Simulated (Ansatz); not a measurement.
A run of Ansatz (development build ahead of 0.2.0) on singlet CH3Br at this shape:

```
atom    x (Å)    y (Å)    z (Å)
   C   0.0000   0.0000  -1.3903
  Br   0.0000   0.0000   0.3849
   H   0.0000  -0.9563  -1.7093
   H  -0.8282   0.4782  -1.7093
   H   0.8282   0.4782  -1.7093
```

Its results:

| Quantity | Value |
| --- | --- |
| Converged | yes |
| Reference energy | -2612.06855 hartree |
| Correlation energy | -0.40940 hartree |
| Total energy | -2612.47795 hartree |
| Spin squared of the determinant | 0.000 |

Task: Which input gives this output? Name the method, the orbitals and the basis set, and write the input.

Result: RHF-MP2 in cc-pVTZ. An unrestricted run that stays on the closed shell gives the same numbers.

```yaml
crystal:
  periodic: [false, false, false]
  atoms:
    - { symbol: C, position_ang: [0.0, 0.0, -1.39028] }
    - { symbol: Br, position_ang: [0.0, 0.0, 0.38485] }
    - { symbol: H, position_ang: [0.0, -0.9563, -1.70935] }
    - { symbol: H, position_ang: [-0.82818, 0.47815, -1.70935] }
    - { symbol: H, position_ang: [0.82818, 0.47815, -1.70935] }
basis:
  gaussian: { orbitals: cc-pVTZ }
hamiltonian:
  xc: hf
correlation:
  method: mp2
  frozen_orbitals: { Br: 9, C: 1, H: 0 }
```
